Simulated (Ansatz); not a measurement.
Name a neutral molecule of C, F, O, Sc and H with HOMO energy (PBE0/def2-TZVPP) between -8.35 and -8.05 eV and size of the dipole moment (B3LYP/def2-TZVPP) between 2.55 and 2.85 D (Ansatz, PBE0-D4/def2-TZVP geometry).

`C[O][Sc]([F])[F]` (-8.33 eV, 2.57 D). Other molecules can fit too; these were computed, each in one conformer that needn't be the lowest.

B3LYP here is the variant with VWN-RPA as its local correlation; programs differ in this.
